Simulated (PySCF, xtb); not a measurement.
C₃H₉ClOSi, SMILES CC[Si@](C)(O)Cl. Other conformers were not sampled.

Harmonic wavenumbers (cm⁻¹) from xtb with GFN2-xTB at its own minimum, in rising order: 43, 82, 119, 143, 163, 196, 229, 236, 261, 323, 441, 661, 723, 751, 792, 832, 837, 901, 985, 1026, 1079, 1241, 1296, 1376, 1419, 1474, 1475, 1481, 1510, 1512, 2959, 2983, 3022, 3036, 3042, 3046, 3050, 3055, 3652.

**Question.** What does B3LYP-D3(BJ)/def2-SVP (PySCF) give at its own minimum? (Estimate from the structure and the level; the computed values follow.)

**Answer.** 69, 134, 137, 160, 188, 219, 247, 284, 295, 344, 483, 645, 675, 743, 768, 810, 849, 911, 969, 982, 1042, 1248, 1266, 1278, 1397, 1425, 1429, 1432, 1478, 1481, 3019, 3028, 3037, 3064, 3103, 3116, 3129, 3139, 3874. Paired by order, the mean absolute difference is 41 cm⁻¹ and the zero-point energies are 73.6 and 74.2 kcal/mol.
